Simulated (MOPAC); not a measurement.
A run for MOPAC: PM3 on GaH6N3 (SMILES [NH2][Ga]([NH2])[NH2]), a point of a torsion scan.

```
PM3 1SCF PRECISE CHARGE=0 THREADS=1
GaH6N3

N     -0.91668405 1     1.58072444 1    -0.32431521 1
Ga     0.42903637 1     0.30499402 1    -0.36254392 1
N      1.15425858 1    -0.08636658 1    -1.99005124 1
N      0.83530069 1    -0.80277716 1     1.04260716 1
H     -1.79756661 1     1.22528316 1     0.04100329 1
H     -0.71550532 1     2.43087184 1     0.19576790 1
H      2.05700647 1    -0.53355435 1    -2.08927710 1
H      1.02159779 1     0.57328255 1    -2.74687698 1
H      0.67128128 1    -0.53919737 1     2.00628891 1
H      1.63568530 1    -1.41946620 1     1.00162242 1
```

Output:

```
*******************************************************************************
 **                                                                           **
 **                              MOPAC v23.2.5                                **
 **                                                                           **
 *******************************************************************************
 ** MOPAC's Digital Object Identifier: https://doi.org/10.5281/zenodo.6511958 **
 **                                                                           **
 ** Please cite the open-source release paper for use of this MOPAC version:  **
 ** J. E. Moussa and J. J. P. Stewart (2026)                                  **
 ** MOPAC: An open-source semiempirical molecular orbital program             **
 ** J. Open Source Softw., 11(119), 8025, https://doi.org/10.21105/joss.08025 **
 *******************************************************************************

                              PM3 CALCULATION RESULTS

 *******************************************************************************
 *  PM3        - The PM3 Hamiltonian to be used
 *
 *
 *
 *                 CHARGE ON SYSTEM = 0
 *
 *
 *
 *  PRECISE    - TIGHTER CRITERIA TO BE USED
 *  1SCF       - DO 1 SCF AND THEN STOP
 *  THREADS=1  - MULTI-THREADING NOT USED
 *  T=         - A TIME OF 172800.0 SECONDS REQUESTED
 *  DUMP=N     - RESTART FILE WRITTEN EVERY 7200.0 SECONDS REQUESTED
 *******************************************************************************
PM3 1SCF PRECISE CHARGE=0 THREADS=1
 GaH6N3

   ATOM   CHEMICAL          X               Y               Z
  NUMBER   SYMBOL      (ANGSTROMS)     (ANGSTROMS)     (ANGSTROMS)

     1       N         -0.91668405  *   1.58072444  *  -0.32431521  *
     2      Ga          0.42903637  *   0.30499402  *  -0.36254392  *
     3       N          1.15425858  *  -0.08636658  *  -1.99005124  *
     4       N          0.83530069  *  -0.80277716  *   1.04260716  *
     5       H         -1.79756661  *   1.22528316  *   0.04100329  *
     6       H         -0.71550532  *   2.43087184  *   0.19576790  *
     7       H          2.05700647  *  -0.53355435  *  -2.08927710  *
     8       H          1.02159779  *   0.57328255  *  -2.74687698  *
     9       H          0.67128128  *  -0.53919737  *   2.00628891  *
    10       H          1.63568530  *  -1.41946620  *   1.00162242  *



          CARTESIAN COORDINATES

    NO.       ATOM           X           Y           Z

     1         N         -0.9167      1.5807     -0.3243
     2        Ga          0.4290      0.3050     -0.3625
     3         N          1.1543     -0.0864     -1.9901
     4         N          0.8353     -0.8028      1.0426
     5         H         -1.7976      1.2253      0.0410
     6         H         -0.7155      2.4309      0.1958
     7         H          2.0570     -0.5336     -2.0893
     8         H          1.0216      0.5733     -2.7469
     9         H          0.6713     -0.5392      2.0063
    10         H          1.6357     -1.4195      1.0016

  H: (PM3): J. J. P. STEWART, J. COMP. CHEM. 10, 209 (1989).
  N: (PM3): J. J. P. STEWART, J. COMP. CHEM. 10, 209 (1989).
 Ga: (PM3): J. J. P. STEWART, J. COMP. CHEM. 12, 320-341 (1991).

           Empirical Formula: H6 N3 Ga  =    10 atoms



      MOLECULAR POINT GROUP   :   C1


      RHF CALCULATION, NO. OF DOUBLY OCCUPIED LEVELS = 12


 -------------------------------------------------------------------------------
 PM3 1SCF PRECISE CHARGE=0 THREADS=1
 GaH6N3



     1SCF WAS SPECIFIED, SO BFGS WAS NOT USED
     SCF FIELD WAS ACHIEVED


                              PM3 CALCULATION
                                                       MOPAC v23.2.5 Linux




          FINAL HEAT OF FORMATION =         25.56488 KCAL/MOL =     106.96345 KJ/MOL


          COSMO AREA              =        114.55 SQUARE ANGSTROMS
          COSMO VOLUME            =         96.06 CUBIC ANGSTROMS

          IONIZATION POTENTIAL    =          8.830120 EV
          HOMO LUMO ENERGIES (EV) =         -8.830 -1.437
          NO. OF FILLED LEVELS    =         12
          MOLECULAR WEIGHT        =        117.8025         POINT GROUP:  C1

          MOLECULAR DIMENSIONS (Angstroms)

            Atom       Atom       Distance
            H     9    H     8     4.89417
            H    10    H     6     4.33403
            H     5    H     7     1.81458


          SCF CALCULATIONS        =          1





   ATOM   CHEMICAL          X               Y               Z
  NUMBER   SYMBOL      (ANGSTROMS)     (ANGSTROMS)     (ANGSTROMS)

     1       N         -0.91668405  *   1.58072444  *  -0.32431521  *
     2      Ga          0.42903637  *   0.30499402  *  -0.36254392  *
     3       N          1.15425858  *  -0.08636658  *  -1.99005124  *
     4       N          0.83530069  *  -0.80277716  *   1.04260716  *
     5       H         -1.79756661  *   1.22528316  *   0.04100329  *
     6       H         -0.71550532  *   2.43087184  *   0.19576790  *
     7       H          2.05700647  *  -0.53355435  *  -2.08927710  *
     8       H          1.02159779  *   0.57328255  *  -2.74687698  *
     9       H          0.67128128  *  -0.53919737  *   2.00628891  *
    10       H          1.63568530  *  -1.41946620  *   1.00162242  *

                             CARTESIAN COORDINATES

   1    N       -0.916684050     1.580724440    -0.324315210
   2   Ga        0.429036370     0.304994020    -0.362543920
   3    N        1.154258580    -0.086366580    -1.990051240
   4    N        0.835300690    -0.802777160     1.042607160
   5    H       -1.797566610     1.225283160     0.041003290
   6    H       -0.715505320     2.430871840     0.195767900
   7    H        2.057006470    -0.533554350    -2.089277100
   8    H        1.021597790     0.573282550    -2.746876980
   9    H        0.671281280    -0.539197370     2.006288910
  10    H        1.635685300    -1.419466200     1.001622420


           Empirical Formula: H6 N3 Ga  =    10 atoms



      MOLECULAR POINT GROUP   :   C1


                  EIGENVALUES
 -28.82793 -27.33463 -27.19120 -16.08450 -15.31950 -15.19910 -14.94767 -11.40292
 -11.10750 -10.24557  -9.26124  -8.83012  -1.43699  -1.10262  -0.98348  -0.81476
   3.97151   4.08161   4.23252   5.02836   5.26992   5.35215


              NET ATOMIC CHARGES AND DIPOLE CONTRIBUTIONS

  ATOM NO.   TYPE          CHARGE      No. of ELECS.   s-Pop       p-Pop
    1          N          -0.265143        5.2651     1.48771     3.77743
    2         Ga           0.665838        2.3342     1.17372     1.16044
    3          N          -0.290603        5.2906     1.45541     3.83519
    4          N          -0.343750        5.3437     1.48235     3.86140
    5          H           0.031855        0.9681     0.96814
    6          H           0.035482        0.9645     0.96452
    7          H           0.039327        0.9607     0.96067
    8          H           0.044833        0.9552     0.95517
    9          H           0.042783        0.9572     0.95722
   10          H           0.039377        0.9606     0.96062
 DIPOLE           X         Y         Z       TOTAL
 POINT-CHG.     0.208     0.653    -0.035     0.687
 HYBRID         0.920     0.045     1.117     1.448
 SUM            1.129     0.698     1.082     1.712


          ATOMIC ORBITAL ELECTRON POPULATIONS

     Atom    s        px        py        pz
    1  N   1.48771   1.11867   1.12191   1.53685
    2 Ga   1.17372   0.43481   0.36921   0.35642
    3  N   1.45541   1.24414   1.38161   1.20944
    4  N   1.48235   1.34876   1.41034   1.10229
    5  H   0.96814
    6  H   0.96452
    7  H   0.96067
    8  H   0.95517
    9  H   0.95722
   10  H   0.96062

 **********************
 *                    *
 * JOB ENDED NORMALLY *
 *                    *
 **********************




 == MOPAC DONE ==
```

The run finished.

Cost: very roughly 0.05 core-seconds.
